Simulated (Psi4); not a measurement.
InO (SMILES [O]=[In]), doublet, geometry from GFN2-xTB (such geometries of metal compounds can be far from the true shape) (all electrons, no relativity); B3LYP/3-21G run with Psi4 1.11.

Here is a job for Psi4.
```
memory 2 GB

molecule {
0 2
  In   -0.00000000   -0.00000000   -0.25925627
  O     0.00000000    0.00000000    1.58794468
}

set basis 3-21g
set reference uks
set scf_type pk
set dft_radial_scheme multiexp

energy('b3lyp')
print_variables()
```

Q: Predict the main parts of the log of this Psi4 run.

A: 
```
   => Loading Basis Set <=

    Name: 3-21G
    Role: ORBITAL
    Keyword: BASIS

         ---------------------------------------------------------
                                   SCF
               by Justin Turney, Rob Parrish, Andy Simmonett
                          and Daniel G. A. Smith
                              UKS Reference
         ---------------------------------------------------------

  ==> Geometry <==

    Molecular point group: c2v
    Full point group: C_inf_v

    Geometry (in Angstrom), charge = 0, multiplicity = 2:

       Center              X                  Y                   Z               Mass
    ------------   -----------------  -----------------  -----------------  -----------------
         IN           0.000000000000     0.000000000000    -0.225715002515   114.903878776000
         O            0.000000000000     0.000000000000     1.621485947485    15.994914619570

  Running in c2v symmetry.

  Rotational constants: A = ************  B =      0.35187  C =      0.35187 [cm^-1]
  Rotational constants: A = ************  B =  10548.91859  C =  10548.91859 [MHz]
  Nuclear repulsion =  112.298267593809967

  Charge       = 0
  Multiplicity = 2
  Electrons    = 57
  Nalpha       = 29
  Nbeta        = 28

  ==> Algorithm <==

  SCF Algorithm Type is PK.
  DIIS enabled.
  MOM disabled.
  Fractional occupation disabled.
  Guess Type is SAD.
  Energy threshold   = 1.00e-06
  Density threshold  = 1.00e-06
  Integral threshold = 1.00e-12

  ==> Primary Basis <==

  Basis Set: 3-21G
    Blend: 3-21G
    Number of shells: 18
    Number of basis functions: 42
    Number of Cartesian functions: 42
    Spherical Harmonics?: false
    Max angular momentum: 2

  ==> DFT Potential <==

   => LibXC <=

    Version 7.1.2
    S. Lehtola, C. Steigemann, M. J. T. Oliveira, and M. A. L. Marques,  SoftwareX 7, 1–5 (2018) (10.1016/j.softx.2017.11.002)

   => Composite Functional: B3LYP <=

    B3LYP Hyb-GGA Exchange-Correlation Functional

    P. J. Stephens, F. J. Devlin, C. F. Chabalowski, and M. J. Frisch,  J. Phys. Chem. 98, 11623 (1994) (10.1021/j100096a001)

    Deriv               =              1
    GGA                 =           TRUE
    Meta                =          FALSE

    Exchange Hybrid     =           TRUE
    MP2 Hybrid          =          FALSE

   => Exchange Functionals <=

    0.0800   Slater exchange
    0.7200         Becke 88

   => Exact (HF) Exchange <=

    0.2000               HF

   => Correlation Functionals <=

    0.1900   Vosko, Wilk & Nusair (VWN5_RPA)
    0.8100   Lee, Yang & Parr

   => LibXC Density Thresholds  <==

    XC_HYB_GGA_XC_B3LYP:  1.00E-15

   => Molecular Quadrature <=

    Radial Scheme          =       MULTIEXP
    Pruning Scheme         =           NONE
    Nuclear Scheme         =       TREUTLER

    Blocking Scheme        =         OCTREE
    BS radius alpha        =              1
    Pruning alpha          =              1
    Radial Points          =             75
    Spherical Points       =            302
    Total Points           =          44972
    Total Blocks           =            410
    Max Points             =            256
    Max Functions          =             41
    Weights Tolerance      =       1.00E-15

  ==> Integral Setup <==

  Using in-core PK algorithm.
   Calculation information:
      Number of atoms:                   2
      Number of AO shells:              18
      Number of primitives:             42
      Number of atomic orbitals:        42
      Number of basis functions:        42

      Integral cutoff                 1.00e-12
      Number of threads:                 1

  Performing in-core PK
  Using 816312 doubles for integral storage.
  We computed 13601 shell quartets total.
  Whereas there are 14706 unique shell quartets.

  ==> DiskJK: Disk-Based J/K Matrices <==

    J tasked:                  Yes
    K tasked:                  Yes
    wK tasked:                  No
    Schwarz Cutoff:          1E-12

  Minimum eigenvalue in the overlap matrix is 1.2736364601E-03.
  Reciprocal condition number of the overlap matrix is 3.2131865158E-04.
    Using symmetric orthogonalization.

  ==> Pre-Iterations <==

  SCF Guess: Superposition of Atomic Densities via on-the-fly atomic UHF (no occupation information).

   -------------------------
    Irrep   Nso     Nmo
   -------------------------
     A1        22      22
     A2         2       2
     B1         9       9
     B2         9       9
   -------------------------
    Total      42      42
   -------------------------

  ==> Iterations <==

                        Total Energy        Delta E     RMS |[F,P]|

   @UKS iter SAD: -5788.11772522254887   -5.78812e+03   0.00000e+00
    Occupation by irrep:
             A1    A2    B1    B2
    DOCC [    14,    2,    6,    6 ]
    SOCC [     1,    0,    0,    0 ]
    NA   [    15,    2,    6,    6 ]
    NB   [    14,    2,    6,    6 ]

   @UKS iter   1: -5792.06985384875043   -3.95213e+00   2.88910e-02 DIIS/ADIIS
   @UKS iter   2: -5792.12844407227840   -5.85902e-02   2.24587e-02 DIIS/ADIIS
   @UKS iter   3: -5790.56480770011694    1.56364e+00   6.96459e-02 DIIS/ADIIS
   @UKS iter   4: -5792.29201000776266   -1.72720e+00   1.46551e-02 DIIS/ADIIS
   @UKS iter   5: -5792.35281033380943   -6.08003e-02   4.77279e-03 DIIS/ADIIS
   @UKS iter   6: -5792.35997396866060   -7.16363e-03   1.97368e-03 DIIS/ADIIS
   @UKS iter   7: -5792.36137161215811   -1.39764e-03   1.38626e-04 DIIS/ADIIS
   @UKS iter   8: -5792.36141487910845   -4.32670e-05   9.32154e-05 DIIS
   @UKS iter   9: -5792.36141915194457   -4.27284e-06   1.13595e-05 DIIS
   @UKS iter  10: -5792.36141921818580   -6.62412e-08   2.47629e-06 DIIS
   @UKS iter  11: -5792.36141922134084   -3.15504e-09   2.97920e-07 DIIS
  Energy and wave function converged.

  ==> Post-Iterations <==

   Electrons on quadrature grid:
      Nalpha   =   28.9999718193 ; deviation = -2.818e-05
      Nbeta    =   27.9999704469 ; deviation = -2.955e-05
      Ntotal   =   56.9999422662 ; deviation = -5.773e-05

   @Spin Contamination Metric:   1.088116230E-02
   @S^2 Expected:                7.500000000E-01
   @S^2 Observed:                7.608811623E-01
   @S   Expected:                5.000000000E-01
   @S   Observed:                5.000000000E-01

    Orbital Energies [Eh]
    ---------------------

    Alpha Occupied:

       1A1  -981.671294     2A1  -144.586299     3A1  -134.523076
       1B1  -134.522699     1B2  -134.522699     4A1   -27.658962
       2B1   -23.457271     2B2   -23.457271     5A1   -23.455202
       6A1   -19.015479     7A1   -16.309440     1A2   -16.308455
       8A1   -16.308455     3B1   -16.307093     3B2   -16.307093
       9A1    -4.258440     4B1    -2.880302     4B2    -2.880302
      10A1    -2.879907    11A1    -0.927828     5B1    -0.802853
       5B2    -0.802853    12A1    -0.802653     2A2    -0.802653
      13A1    -0.768343    14A1    -0.369002     6B1    -0.269166
       6B2    -0.269166    15A1    -0.249121

    Alpha Virtual:

       7B1    -0.046053     7B2    -0.046053    16A1     0.037260
      17A1     0.141454     8B1     0.196476     8B2     0.196476
      18A1     0.301861     9B1     1.472553     9B2     1.472553
      19A1     1.604373    20A1     2.052750    21A1     2.537498
      22A1   196.710962

    Beta Occupied:

       1A1  -981.671028     2A1  -144.585918     1B1  -134.522551
       1B2  -134.522551     3A1  -134.522096     4A1   -27.658559
       2B1   -23.456965     2B2   -23.456965     5A1   -23.454273
       6A1   -18.999331     7A1   -16.308458     1A2   -16.308171
       8A1   -16.308171     3B1   -16.306680     3B2   -16.306680
       9A1    -4.256856     4B1    -2.879430     4B2    -2.879430
      10A1    -2.876853    11A1    -0.892348    12A1    -0.802067
       2A2    -0.802067     5B1    -0.801022     5B2    -0.801022
      13A1    -0.748533    14A1    -0.304640     6B2    -0.247788
       6B1    -0.247788

    Beta Virtual:

      15A1    -0.138695     7B1    -0.038224     7B2    -0.038224
      16A1     0.047182    17A1     0.149729     8B2     0.198018
       8B1     0.198018    18A1     0.327014     9B2     1.489479
       9B1     1.489479    19A1     1.675480    20A1     2.054737
      21A1     2.570844    22A1   196.711399

    Final Occupation by Irrep:
             A1    A2    B1    B2
    DOCC [    14,    2,    6,    6 ]
    SOCC [     1,    0,    0,    0 ]
    NA   [    15,    2,    6,    6 ]
    NB   [    14,    2,    6,    6 ]

  @UKS Final Energy: -5792.36141922134084

   => Energetics <=

    Nuclear Repulsion Energy =            112.2982675938099675
    One-Electron Energy =               -8222.6229812555120589
    Two-Electron Energy =                2450.2447148375831603
    DFT Exchange-Correlation Energy =    -132.2814203972221208
    Empirical Dispersion Energy =           0.0000000000000000
    VV10 Nonlocal Energy =                  0.0000000000000000
    Total Energy =                      -5792.3614192213408387

  UHF NO Occupations:
  HONO-2 :    6 B1 1.9989450
  HONO-1 :   14 A1 1.9967230
  HONO-0 :   15 A1 1.0000000
  LUNO+0 :   16 A1 0.0032770
  LUNO+1 :    7 B1 0.0010550
  LUNO+2 :    7 B2 0.0010550
  LUNO+3 :   17 A1 0.0000497

Computation Completed

Properties will be evaluated at   0.000000,   0.000000,   0.000000 [a0]

Properties computed using the SCF density matrix

 Multipole Moments:

 ------------------------------------------------------------------------------------
     Multipole            Electronic (a.u.)      Nuclear  (a.u.)        Total (a.u.)
 ------------------------------------------------------------------------------------

 L = 1.  Multiply by 2.5417464519 to convert [e a0] to [Debye]
 Dipole X            :          0.0000000            0.0000000            0.0000000
 Dipole Y            :          0.0000000            0.0000000            0.0000000
 Dipole Z            :         -4.5888670            3.6128775           -0.9759895
 Magnitude           :                                                    0.9759895

 ------------------------------------------------------------------------------------

  Variable Map:
  ----------------------------------------------------------------------------
  "CURRENT ENERGY"              =>   -5792.361419221341
  "CURRENT REFERENCE ENERGY"    =>   -5792.361419221341
  "DD SOLVATION ENERGY"         =>       0.000000000000
  "DFT FUNCTIONAL TOTAL ENERGY" =>   -5792.361419221341
  "DFT TOTAL ENERGY"            =>   -5792.361419221341
  "DFT VV10 ENERGY"             =>       0.000000000000
  "DFT XC ENERGY"               =>    -132.281420397222
  "GRID ELECTRONS ALPHA"        =>      28.999971819347
  "GRID ELECTRONS BETA"         =>      27.999970446862
  "GRID ELECTRONS TOTAL"        =>      56.999942266209
  "NUCLEAR REPULSION ENERGY"    =>     112.298267593810
  "ONE-ELECTRON ENERGY"         =>   -8222.622981255512
  "PCM POLARIZATION ENERGY"     =>       0.000000000000
  "PE ENERGY"                   =>       0.000000000000
  "SCF ITERATION ENERGY"        =>   -5792.361419221341
  "SCF ITERATIONS"              =>      11.000000000000
  "SCF TOTAL ENERGY"            =>   -5792.361419221341
  "TWO-ELECTRON ENERGY"         =>    2450.244714837583
  "XC GRID RADIAL POINTS"       =>      75.000000000000
  "XC GRID SPHERICAL POINTS"    =>     302.000000000000
  "XC GRID TOTAL POINTS"        =>   44972.000000000000

  Array Variable Map:
  ----------------------------------------------------------------------------
  "CURRENT DIPOLE"              =>       0.000000000000 ... -0.975989503340 1 by 3
  "SCF DIPOLE"                  =>       0.000000000000 ... -0.975989503340 1 by 3
  "SCF TOTAL ENERGIES"          =>   -5788.117725222549 ... -5792.361419221341 1 by 12
```
